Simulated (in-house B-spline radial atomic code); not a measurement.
RPA and G0W0 for Se VI (Se5+), [Ar] 3d10 4s1, highest spin, as one setting changes: the share of exact exchange in the PBE hybrid start. A dash marks a level of low quasi-particle weight. Computed with an all-electron radial atomic-structure program (B-spline basis): all electrons, scalar-relativistic (spin-free one-electron X2C), finite nucleus, each spin shell either full or empty, empty states to l = 9 with an (l + 1/2)⁻⁴ tail; G0W0 by contour deformation at full frequency.

```csv
share of exact exchange in the PBE hybrid start,mean-field level (eV),G0W0 level (eV),RPA correlation (Eh)
0,-76.37,4s up -82.97,-2.2159
0.1,-76.88,4s up -82.90,-2.1959
0.2,?,?,?
0.3,-77.91,4s up -82.78,-2.1577
0.4,-78.43,4s up -82.72,-2.1394
0.5,-78.94,4s up -82.66,-2.1216
0.6,-79.45,4s up -82.60,-2.1043
0.7,?,?,?
0.8,-80.47,4s up -82.49,-2.0709
0.9,-80.98,4s up -82.44,-2.0548
1,-81.48,4s up -82.39,-2.039
```

(1) What belongs in the row for 0.2?

(2) What belongs in the row for 0.7?

## Answers

(1) mean-field level (eV): -77.40; G0W0 level (eV): 4s up -82.84; RPA correlation (Eh): -2.1765.

(2) mean-field level (eV): -79.96; G0W0 level (eV): 4s up -82.55; RPA correlation (Eh): -2.0874.
